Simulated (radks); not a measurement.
Results of a calculation; reference values are marked as such.
Mean orbital radii <r> (bohr) of neutral hafnium, [Xe] 4f14 5d2 6s2, at several levels of relativity; Dirac values are averaged over j with weights 2j + 1. Spin-unpolarised spherical Kohn-Sham, PBE, point nucleus unless stated (finite: rms radius 5.347 fm), a radial shooting solver on a logarithmic mesh with Libxc functionals. A level marked "c x" has the speed of light scaled by that factor and shares open shells by 2j + 1; other Dirac levels either fill j = l - 1/2 first or share by 2j + 1.

\begin{tabular}{lrrrrr}
shell & non-rel. & Dirac, 2j+1 shares, finite nucleus & Dirac, c x 10 & Dirac, c x 100 & change of magnitude, last against first (%) \\ \hline
3s & 0.2268 & 0.2082 & 0.2266 & 0.2268 & 0.00 \\
3p & 0.2167 & 0.2077 & 0.2167 & 0.2167 & 0.00 \\
3d & 0.1904 & 0.1890 & 0.1904 & 0.1904 & 0.00 \\
4s & 0.5080 & 0.4682 & 0.5076 & 0.5080 & 0.00 \\
4p & 0.5166 & 0.4965 & 0.5164 & 0.5166 & 0.00 \\
4d & 0.5376 & 0.5354 & 0.5375 & 0.5376 & 0.00 \\
5s & 1.241 & 1.136 & 1.240 & 1.241 & 0.00 \\
5p & 1.392 & 1.340 & 1.391 & 1.392 & 0.00 \\
4f & 0.6518 & 0.6781 & 0.6521 & 0.6518 & 0.00 \\
6s & 3.780 & 3.452 & 3.777 & 3.780 & 0.00 \\
5d & 2.346 & 2.518 & 2.347 & 2.346 & 0.00 \\
6p (empty) & 5.168 & 5.112 & 5.168 & 5.168 & 0.00 \\
\end{tabular}
